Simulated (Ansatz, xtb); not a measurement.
## Relative energy of two isomers of C7H12

Structure I: `CCC1=CCCC1`, a singlet. Structure II: `C=CC1CCCC1`, a singlet. Both are isolated molecules in the gas phase, relaxed with r2SCAN-D4/def2-SVP, each in the lowest conformer that the search found.

I (Å):

```
atom    x (Å)    y (Å)    z (Å)
   C  -1.2548  -0.0689  -2.6096
   C  -0.7842  -1.3074  -1.8407
   C   0.2898  -1.0110  -0.8405
   C   1.5419  -1.5041  -0.8180
   C   2.3611  -0.9322   0.3093
   C   1.2886  -0.2924   1.2170
   C   0.0928  -0.0160   0.2850
   H  -2.0382  -0.3285  -3.3386
   H  -1.6721   0.6923  -1.9311
   H  -0.4193   0.3950  -3.1582
   H  -1.6529  -1.7494  -1.3147
   H  -0.4243  -2.0750  -2.5465
   H   1.9417  -2.2047  -1.5588
   H   2.9712  -1.6860   0.8369
   H   3.0764  -0.1771  -0.0755
   H   0.9840  -1.0269   1.9814
   H   1.6444   0.6036   1.7492
   H   0.1150   1.0175  -0.1149
   H  -0.8842  -0.1265   0.7895
```

II (Å):

```xyz
19

C    -0.8569    1.6735    1.5206
C     0.4033    1.4504    1.1305
C     0.9447    0.1509    0.6285
C     1.5526    0.2205   -0.7852
C     2.3692   -1.0775   -0.9154
C     2.7529   -1.4778    0.5366
C     2.1316   -0.3989    1.4422
H    -1.6089    0.8763    1.4939
H    -1.1824    2.6547    1.8787
H     1.1302    2.2766    1.1705
H     0.1340   -0.6040    0.6290
H     2.2172    1.1027   -0.8377
H     0.7913    0.3432   -1.5718
H     1.7553   -1.8665   -1.3799
H     3.2493   -0.9451   -1.5643
H     3.8423   -1.5545    0.6797
H     2.3361   -2.4680    0.7833
H     1.8315   -0.7745    2.4333
H     2.8501    0.4240    1.6123
```

**Question.** Which of the two would you expect CCSD(T)/def2-SVP + ΔMP2/def2-TZVPP electronic energies to favour?

**Answer.** Structure I; the calculation gives E(II) − E(I) = +18.9 kJ/mol.

The same difference at several levels:

```tsv
level	geometry	E(II) − E(I) (kJ/mol)	departure from the last row (kJ/mol)	job, with rough time for the two
GFN2-xTB	GFN2-xTB	+23.5	+4.5	optimisation, 0.13 s
HF/STO-3G	GFN2-xTB	+27.5	+8.6	single point, 0.4 s
r2SCAN-D4/def2-SVP//GFN2-xTB	GFN2-xTB	+25.6	+6.6	single point, 4.3 s
r2SCAN-D4/def2-SVP	r2SCAN-D4/def2-SVP	+26.2	+7.2	optimisation, 44 s
HF/def2-SVP	r2SCAN-D4/def2-SVP	+23.6	+4.7	part of the CCSD(T) run
MP2/def2-SVP	r2SCAN-D4/def2-SVP	+25.0	+6.0	part of the CCSD(T) run
CCSD(T)/def2-SVP	r2SCAN-D4/def2-SVP	+22.3	+3.3	single point
CCSD(T)/def2-SVP + ΔMP2/def2-TZVPP	r2SCAN-D4/def2-SVP	+18.9		single point, 2 min
```

As drawn, both hold the same kinds of bond in the same numbers. Structure I has 1 methyl group, II 0.

None of the levels shown reverses the order. The largest departure from CCSD(T)/def2-SVP + ΔMP2/def2-TZVPP is that of HF/STO-3G, 8.6 kJ/mol. The last row adds to CCSD(T) the change of the MP2 difference between the two basis sets, here −3.3 kJ/mol.

With thermal terms from frequencies at re-optimised GFN2-xTB minima (ideal gas, soft modes damped towards free rotors, one conformer each, 298.15 K, 1 atm): the zero-point term adds +0.9 kJ/mol; ΔH is +19.6 and ΔG +18.2 kJ/mol.

The correlated steps freeze 7 core orbitals. Run with Ansatz 0.2.0, xtb 6.7.1; the last row on 4 threads of Arm Neoverse V1 on a shared host.
